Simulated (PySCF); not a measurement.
O₂Se, charge +1, doublet, at a GFN2-xTB geometry (a state made from the parent by changing its charge; the spin is typed, not shown lowest), with bond 1-2 at 2.0 times its length; B3LYP/6-31G (PySCF).

Input for PySCF:
```python
from pyscf import gto, scf, dft

mol = gto.Mole()
mol.atom = '''
    O    -2.696629    1.158622    0.067403
    Se    0.012101   -0.244836   -0.020512
    O     1.290834    0.583660    0.063729
'''
mol.basis = '6-31g'
mol.charge = 1
mol.spin = 1
mol.verbose = 4
mol.build()

mf = dft.UKS(mol)
mf.xc = 'b3lyp'
mf.DIIS = scf.EDIIS
mf.kernel()
```

### Question
Predict the main parts of the log of this PySCF run.

### Answer

```
PySCF version 2.14.0

[INPUT] verbose = 4
[INPUT] num. atoms = 3
[INPUT] num. electrons = 49
[INPUT] charge = 1
[INPUT] spin (= nelec alpha-beta = 2S) = 1
[INPUT] symmetry False subgroup None
[INPUT] Mole.unit = angstrom
[INPUT] Symbol           X                Y                Z      unit          X                Y                Z       unit  Magmom
[INPUT]  1 O     -2.696629000000   1.158622000000   0.067403000000 AA   -5.095890269560   2.189478261896   0.127373209974 Bohr   0.0
[INPUT]  2 Se     0.012101000000  -0.244836000000  -0.020512000000 AA    0.022867575833  -0.462672985434  -0.038762062267 Bohr   0.0
[INPUT]  3 O      1.290834000000   0.583660000000   0.063729000000 AA    2.439322732277   1.102957549864   0.120430356192 Bohr   0.0

nuclear repulsion = 149.890802314421
number of shells = 21
number of NR pGTOs = 134
number of NR cGTOs = 45
basis = 6-31g
ecp = {}

******** <class 'pyscf.dft.uks.UKS'> ********
method = UKS
initial guess = minao
damping factor = 0
level_shift factor = 0
DIIS = <class 'pyscf.scf.diis.EDIIS'>
diis_start_cycle = 1
diis_space = 8
diis_damp = 0
SCF conv_tol = 1e-09
SCF conv_tol_grad = None
SCF max_cycles = 50
direct_scf = True
direct_scf_tol = 1e-13
number electrons alpha = 25  beta = 24
XC library pyscf.dft.libxc version 7.1.2
    S. Lehtola, C. Steigemann, M. J. T. Oliveira, and M. A. L. Marques,  SoftwareX 7, 1–5 (2018)
XC functionals = b3lyp
    P. J. Stephens, F. J. Devlin, C. F. Chabalowski, and M. J. Frisch,  J. Phys. Chem. 98, 11623 (1994)
radial grids:
    Treutler-Ahlrichs [JCP 102, 346 (1995); DOI:10.1063/1.469408] (M4) radial grids

becke partition: Becke, JCP 88, 2547 (1988); DOI:10.1063/1.454033
pruning grids: <function nwchem_prune>
grids dens level: 3
symmetrized grids: False
atomic radii adjust function: <function treutler_atomic_radii_adjust>
small_rho_cutoff = 0
Set gradient conv threshold to 3.16228e-05
tot grids = 48592
init E= -2550.70239326595

cycle= 1 E= -2550.42187127159  delta_E= 0.281  |g|= 0.74  |ddm|= 1.73

cycle= 2 E= -2544.09775960839  delta_E= 6.32  |g|= 1.63  |ddm|=  4.7
cycle= 3 E= -2545.33138506369  delta_E= -1.23  |g|=  2.8  |ddm|= 4.65
cycle= 4 E= -2546.51507956405  delta_E= -1.18  |g|= 2.42  |ddm|= 2.66
cycle= 5 E= -2548.84761273965  delta_E= -2.33  |g|= 1.54  |ddm|= 1.18
cycle= 6 E= -2548.84761172233  delta_E= 1.02e-06  |g|= 1.54  |ddm|= 1.14e-06
cycle= 7 E= -2548.84761166126  delta_E= 6.11e-08  |g|= 1.54  |ddm|= 4.32e-08
cycle= 8 E= -2548.84761201441  delta_E= -3.53e-07  |g|= 1.54  |ddm|= 2.28e-07
cycle= 9 E= -2548.84761093835  delta_E= 1.08e-06  |g|= 1.54  |ddm|= 8.06e-07
cycle= 10 E= -2548.84761197937  delta_E= -1.04e-06  |g|= 1.54  |ddm|= 8.41e-07
cycle= 11 E= -2534.1557075664  delta_E= 14.7  |g|= 2.04  |ddm|= 8.24
cycle= 12 E= -2537.34454264682  delta_E= -3.19  |g|= 3.39  |ddm|= 7.86
cycle= 13 E= -2544.5904458808  delta_E= -7.25  |g|= 3.08  |ddm|= 5.41
cycle= 14 E= -2546.65408592899  delta_E= -2.06  |g|= 2.37  |ddm|= 0.879
cycle= 15 E= -2546.6540859344  delta_E= -5.41e-09  |g|= 2.37  |ddm|= 5.37e-09
cycle= 16 E= -2546.65408594568  delta_E= -1.13e-08  |g|= 2.37  |ddm|= 5.57e-09
cycle= 17 E= -2546.65408593244  delta_E= 1.32e-08  |g|= 2.37  |ddm|= 6.22e-09
cycle= 18 E= -2546.65408593365  delta_E= -1.21e-09  |g|= 2.37  |ddm|= 1.17e-09
cycle= 19 E= -2546.65408593245  delta_E= 1.2e-09  |g|= 2.37  |ddm|= 1.19e-09
cycle= 20 E= -2533.15256009852  delta_E= 13.5  |g|= 2.47  |ddm|= 7.94
cycle= 21 E= -2536.8235945724  delta_E= -3.67  |g|=  3.2  |ddm|= 7.58
cycle= 22 E= -2545.59241362947  delta_E= -8.77  |g|= 2.79  |ddm|= 5.72
cycle= 23 E= -2546.115547486  delta_E= -0.523  |g|=  2.6  |ddm|= 0.223
cycle= 24 E= -2546.11554748605  delta_E= -4.37e-11  |g|=  2.6  |ddm|= 4.76e-11
cycle= 25 E= -2546.11554776044  delta_E= -2.74e-07  |g|=  2.6  |ddm|= 1.3e-07
cycle= 26 E= -2546.11554744212  delta_E= 3.18e-07  |g|=  2.6  |ddm|= 1.45e-07
cycle= 27 E= -2546.11554748701  delta_E= -4.49e-08  |g|=  2.6  |ddm|= 4.66e-08
cycle= 28 E= -2546.11554750016  delta_E= -1.31e-08  |g|=  2.6  |ddm|= 7.92e-09
cycle= 29 E= -2532.74669111805  delta_E= 13.4  |g|= 2.59  |ddm|= 7.76
cycle= 30 E= -2537.1704584837  delta_E= -4.42  |g|= 3.21  |ddm|= 7.47
cycle= 31 E= -2545.88745582232  delta_E= -8.72  |g|= 2.67  |ddm|= 5.67
cycle= 32 E= -2545.99562326759  delta_E= -0.108  |g|= 2.63  |ddm|= 0.0474
cycle= 33 E= -2545.99562322774  delta_E= 3.98e-08  |g|= 2.63  |ddm|= 1.97e-08
cycle= 34 E= -2545.99562334393  delta_E= -1.16e-07  |g|= 2.63  |ddm|= 5.52e-08
cycle= 35 E= -2545.99562327497  delta_E= 6.9e-08  |g|= 2.63  |ddm|= 3.21e-08
cycle= 36 E= -2545.99562327652  delta_E= -1.55e-09  |g|= 2.63  |ddm|= 6.92e-09
cycle= 37 E= -2545.99562326155  delta_E= 1.5e-08  |g|= 2.63  |ddm|= 8e-09
cycle= 38 E= -2532.6813489537  delta_E= 13.3  |g|= 2.61  |ddm|= 7.74
cycle= 39 E= -2537.34099589464  delta_E= -4.66  |g|= 3.22  |ddm|= 7.46
cycle= 40 E= -2545.96419643061  delta_E= -8.62  |g|= 2.64  |ddm|= 5.64
cycle= 41 E= -2545.97880881327  delta_E= -0.0146  |g|= 2.63  |ddm|= 0.00646
cycle= 42 E= -2545.97880871517  delta_E= 9.81e-08  |g|= 2.63  |ddm|= 4.91e-08
cycle= 43 E= -2545.97880884311  delta_E= -1.28e-07  |g|= 2.63  |ddm|= 6.09e-08
cycle= 44 E= -2545.97880881006  delta_E= 3.31e-08  |g|= 2.63  |ddm|= 1.85e-08
cycle= 45 E= -2545.97880886267  delta_E= -5.26e-08  |g|= 2.63  |ddm|= 5.32e-08
cycle= 46 E= -2545.97880914704  delta_E= -2.84e-07  |g|= 2.63  |ddm|= 2.02e-07
cycle= 47 E= -2532.67582416553  delta_E= 13.3  |g|= 2.61  |ddm|= 7.74
cycle= 48 E= -2537.38975826931  delta_E= -4.71  |g|= 3.23  |ddm|= 7.46
cycle= 49 E= -2545.97827836865  delta_E= -8.59  |g|= 2.63  |ddm|= 5.62
cycle= 50 E= -2545.97845778309  delta_E= -0.000179  |g|= 2.63  |ddm|= 0.000119
SCF not converged.
SCF energy = -2545.97845778309 after 50 cycles  <S^2> = 0.75002954  2S+1 = 2.0000295
```

The run did not converge; its last values are not results.
